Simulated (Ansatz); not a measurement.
Gas-phase electronic energies from Ansatz, PBE0-D4/def2-TZVP geometries. CCSD(T)/CBS is the MP2 limit (def2-TZVPP, def2-QZVPP) plus CCSD(T) − MP2 in def2-TZVPP, frozen cores. This one scheme is used for every species. Functionals use def2-TZVPP. For Ge outer-core shells are correlated without core-valence functions, which leaves a few kJ/mol of doubt a bond. Scalar relativity is left out up to krypton. Each species was taken in one conformer, which may not be the lowest.

Consider the formal hydrolysis of a Ge–Cl bond: `[CH3][GeH]([F])[Cl]` + H₂O → `[CH3][GeH]([OH])[F]` + HCl.

| species | r2SCANh-D4 energy (Eh) |
| --- | --- |
| `[CH3][GeH]([F])[Cl]` | -2677.61065 |
| H₂O | -76.41866 |
| `[CH3][GeH]([OH])[F]` | -2293.22986 |
| HCl | -460.78460 |

(1) Work out ΔE.

(2) What do rigid-rotor, harmonic-oscillator terms from PBE0-D4/def2-TZVP frequencies (298.15 K, 1 bar) make of the CCSD(T)/CBS value? (Best estimate.)

Largest T1 diagnostic among the species: 0.011.

## Answers

(1) ΔE = (-2293.22986) + (-460.78460) − (-2677.61065) − (-76.41866) = 0.01485 Eh = +39.0 kJ/mol. CCSD(T)/CBS gives +37.6 kJ/mol.

(2) The calculation gave: ΔZPE = -6.2 kJ/mol, ΔH = +30.9 kJ/mol, ΔS = -4 J/(mol·K), ΔG = +32.0 kJ/mol.

Leaving LDA and LC-ωPBE aside and taking each functional with its dispersion term where it has one, the values, not all of them listed here, spread over 9.3 kJ/mol, from CAM-B3LYP-D4 to HSE06-D4. LDA lies −4.1 kJ/mol from PBE without D4. At CCSD(T), def2-SVP lies −11.4 kJ/mol from the extrapolated value and def2-TZVPP −4.7 kJ/mol.
